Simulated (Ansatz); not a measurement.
Consider the substitution at a C–C bond: `CCO[SiH2]C` + `CC[NH][GaH2]` → `CC[N](C)[GaH2]` + `CO[SiH2]C`.

Computed with Ansatz on PBE0-D4/def2-TZVP structures; ΔE is electronic, products minus reactants. CBS: MP2 limit from def2 TZ/QZ plus the TZ coupled-cluster correction, frozen cores. For Ga outer-core shells are correlated without core-valence functions, which leaves a few kJ/mol of doubt a bond. Scalar relativity is left out up to krypton. Each species was taken in one conformer, which may not be the lowest.

`CCO[SiH2]C`:

```xyz
15

C     1.552    1.970   -0.545
C     1.380    0.518   -0.174
O     0.003    0.226   -0.047
Si   -0.558   -1.274    0.330
C    -2.410   -1.180    0.384
H     2.612    2.215   -0.647
H     1.054    2.184   -1.493
H     1.119    2.615    0.222
H     1.896    0.305    0.772
H     1.830   -0.125   -0.942
H    -0.096   -2.258   -0.694
H     0.000   -1.709    1.645
H    -2.810   -0.866   -0.583
H    -2.739   -0.464    1.141
H    -2.835   -2.157    0.629
```

`CC[NH][GaH2]`:

Z-matrix (Å, degrees):
```
C
C 1 1.520
H 1 1.094 2 110.9
H 1 1.094 2 111.1 3 -119.8
H 1 1.093 2 110.7 3 119.6
N 2 1.445 1 113.3 3 -59.5
H 2 1.095 1 109.4 3 179.7
H 2 1.099 1 109.1 3 64.1
Ga 6 1.815 2 127.7 1 -115.3
H 6 1.009 2 112.8 1 62.0
H 9 1.562 6 115.9 2 -1.8
H 9 1.561 6 116.8 2 178.6
```

`CC[N](C)[GaH2]`:

```xyz
15

C     0.050   -0.962   -1.687
C    -0.563    0.131   -0.841
N     0.002    0.258    0.481
C    -0.629    1.319    1.228
Ga    1.340   -0.730    1.235
H    -0.073   -1.944   -1.223
H     1.119   -0.797   -1.842
H    -0.433   -0.989   -2.666
H    -1.647   -0.046   -0.756
H    -0.464    1.093   -1.370
H    -0.193    1.404    2.225
H    -0.512    2.290    0.725
H    -1.708    1.144    1.344
H     2.034   -1.880    0.447
H     1.676   -0.290    2.698
```

`CO[SiH2]C`:

```xyz
12

C    -1.760    0.668    0.250
O    -0.708    0.889   -0.656
Si    0.863    0.545   -0.304
C     1.166   -1.283   -0.103
H    -2.665    1.129   -0.152
H    -1.553    1.115    1.230
H    -1.954   -0.402    0.391
H     1.250    1.241    0.959
H     1.648    1.090   -1.439
H     0.596   -1.695    0.734
H     2.226   -1.466    0.096
H     0.891   -1.830   -1.008
```

```tsv
species	CCSD(T)/CBS(def2) energy (Eh)
`CCO[SiH2]C`	-484.47586
`CC[NH][GaH2]`	-2059.56475
`CC[N](C)[GaH2]`	-2098.81409
`CO[SiH2]C`	-445.20896
```

(1) Work out ΔE.

Largest T1 diagnostic among the species: 0.014.

Results:

(1) ΔE = (-2098.81409) + (-445.20896) − (-484.47586) − (-2059.56475) = 0.01756 Eh = +46.1 kJ/mol.

The D4 term adds −7.5 kJ/mol with B3LYP and −4.0 kJ/mol with PBE0; it sums over pairs of atoms, weighted by their polarisabilities, and B3LYP, whose exchange is more repulsive, gets the larger term. Leaving LDA and LC-ωPBE aside and taking each functional with its dispersion term where it has one, the values, not all of them listed here, spread over 8.9 kJ/mol, from revPBE-D4 to B2PLYP. LDA lies −7.9 kJ/mol from PBE without D4.

B3LYP here is the variant with VWN-RPA as its local correlation; programs differ in this.
